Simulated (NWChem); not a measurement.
HS2, doublet; SMILES [S]S

Results from NWChem. Spin-unrestricted. In the optimisation the excess spin sits in a" (Cs, its own frame). The geometry was optimised at PBE-D3(BJ)/def2-SVP, spin-unrestricted. No stability test was run on the SCF state. Level TPSS/def2-SVP: energy and gradient; each run changes one setting, and changes count from the defaults (medium grid, exact Coulomb integrals, symmetry on).

Problem. Which setting moves the energy most, and by about how much (Coulomb fitting, Ahlrichs set; extra-fine grid; Becke weights; defaults; coarse grid)?

Solution. Coulomb fitting, Ahlrichs set, by about 300 μHa.
| setting | size of the energy change (μHa) | largest change of a gradient component (μHa/bohr) |
|---|---|---|
| defaults | < 10 | < 30 |
| extra-fine grid | < 10 | < 30 |
| Coulomb fitting, Ahlrichs set | 300 | 100 |
| coarse grid | 20 | 300 |
| Becke weights | < 10 | < 30 |
